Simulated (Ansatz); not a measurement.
An input meant for In₂H₄F₂⁺, that is (H2In-mu-F)2 with one electron fewer (charge 1, doublet; atoms displaced at random, 0.03 Å in each coordinate; with a point charge).

```yaml
crystal:
  periodic: [false, false, false]
  atoms:
    - {symbol: In, position_ang: [0.040617, -1.047133, -1.336505]}
    - {symbol: H, position_ang: [0.992441, -0.310368, -2.562997]}
    - {symbol: H, position_ang: [-0.722942, -2.469135, -0.934194]}
    - {symbol: F, position_ang: [-1.098681, 0.536577, -0.497363]}
    - {symbol: In, position_ang: [-0.114779, 1.051205, 1.294828]}
    - {symbol: H, position_ang: [-0.973867, 0.285728, 2.568226]}
    - {symbol: H, position_ang: [0.732791, 2.546023, 0.957176]}
    - {symbol: F, position_ang: [1.141918, -0.517093, 0.460854]}
basis:
  gaussian: {orbitals: def2-TZVP, point_charges: [{charge: 0.50, position_ang: [5.168, -0.855, -0.578]}]}
total_charge: 1
magnetization: {spin_polarized: true, initial_magnetization: 1}
hamiltonian: {xc: {name: HF}}
correlation: {active_space: {window: {electrons: 6, orbitals: 2}}}
output: {forces: true}
```

```sh
$ ansatz run in.yaml --threads 2 --pin off --events-out ev --progress --plain --max-ram 4352MiB
```

Shortened log:

```
Error: invalid value for `correlation.active_space`: it starts from restricted Hartree–Fock orbitals; set hamiltonian.xc: hf without magnetization.spin_polarized
```

In the def2 sets In takes a core potential; there is no spin–orbit coupling.
